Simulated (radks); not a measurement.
Removal energies from the ytterbium ion Yb8+, [Kr] 4d10 4f9 5s2 5p5, by Delta-SCF beside the eigenvalue of the level emptied. Calculated with a radial shooting solver on a logarithmic mesh with Libxc functionals: scalar-relativistic Kohn-Sham, r2SCAN, spin-polarised, spherical densities, finite nucleus; meta-GGA in the generalised Kohn-Sham scheme; Fermi nuclear charge, rms radius of each element as measured or else 0.836 A^(1/3) + 0.57 fm. Open shells are filled with parallel spins first.

removed from    final configuration  Delta-SCF (eV)  -eigenvalue (eV)
5p            [Kr] 4d10 4f9 5s2 5p4          155.32            146.97
4f            [Kr] 4d10 4f8 5s2 5p5          164.50            150.19
5s            [Kr] 4d10 4f9 5s1 5p5          191.07            182.09
4d             [Kr] 4d9 4f9 5s2 5p5          348.83            333.87
